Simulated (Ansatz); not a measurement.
Basis sets compared for `[CH3][Ge]([CH3])([CH3])[Ge]([CH3])([CH3])[Ge]([CH3])([CH3])[Ge]([CH3])([CH3])[CH3]`. Total charge 0; singlet. Geometry PBE-D4/def2-SVP. Ansatz on 2 threads of AMD EPYC 7R13 on a shared host and a share (18 GiB) of an NVIDIA H100 80GB HBM3; times are rough, and most runs start from earlier orbitals.

```xyz
44

C    -1.7497   -4.1767    1.0998
Ge   -1.0982   -2.8621   -0.2306
C     0.4724   -3.6319   -1.1599
C    -2.5266   -2.5506   -1.5654
Ge   -0.4909   -0.7551    0.8513
C    -2.1377    0.2190    1.3920
C     0.5657   -1.1137    2.4958
Ge    0.8327    0.6294   -0.6690
C     0.0651    0.5451   -2.5012
C     2.6853   -0.0844   -0.7572
Ge    0.8639    2.9485    0.1052
C     1.2053    3.0139    2.0551
C     2.2790    3.9823   -0.8173
C    -0.8837    3.8060   -0.2549
H    -2.6458   -3.7904    1.6251
H    -2.0204   -5.1294    0.6005
H    -0.9672   -4.3874    1.8556
H     0.2070   -4.6000   -1.6317
H     0.8315   -2.9451   -1.9524
H     1.3045   -3.8065   -0.4489
H    -3.4320   -2.1371   -1.0782
H    -2.1894   -1.8325   -2.3390
H    -2.8022   -3.5016   -2.0654
H    -2.7552   -0.4061    2.0680
H    -1.8727    1.1540    1.9258
H    -2.7466    0.4827    0.5048
H    -0.0233   -1.7280    3.2063
H     0.8382   -0.1618    2.9942
H     1.4980   -1.6594    2.2502
H    -0.9863    0.8945   -2.5025
H     0.6473    1.1827   -3.1966
H     0.0887   -0.4967   -2.8797
H     2.6775   -1.1341   -1.1134
H     3.1625   -0.0577    0.2422
H     3.2988    0.5204   -1.4549
H     1.2437    4.0653    2.4064
H     0.4006    2.4907    2.6094
H     2.1700    2.5276    2.3027
H     2.2872    5.0316   -0.4576
H     2.1076    3.9896   -1.9122
H     3.2757    3.5381   -0.6241
H    -1.6996    3.2644    0.2635
H    -0.8789    4.8569    0.0999
H    -1.1017    3.8054   -1.3415
```

Single mean-field runs in def2-SVP, def2-TZVP are fitted with def2-universal-jkfit.

Binding counts from free atoms (C triplet, Ge triplet, H doublet) in the same basis, without a counterpoise term.

```tsv
level	functions	energy (Eh)	HOMO (eV)	LUMO (eV)	binding per atom (eV)	wall time
PBE-D4/def2-SVP	418	-8704.1083	-5.13	-0.19	3.88	3.7 s
PBE0-D4/def2-SVP	418	-8704.4282	-6.15	0.52	3.85	4.6 s
```

Estimate the rows for PBE-D4/def2-TZVP, PBE0-D4/def2-TZVP (with forces).


| level | functions | energy (Eh) | HOMO (eV) | LUMO (eV) | binding per atom (eV) | wall time |
| --- | --- | --- | --- | --- | --- | --- |
| PBE-D4/def2-TZVP | 682 | -8705.6016 | -5.25 | -0.45 | 3.86 | 4.6 s |
| PBE0-D4/def2-TZVP (with forces) | 682 | -8705.9020 | -6.20 | 0.29 | 3.83 | 6 s |
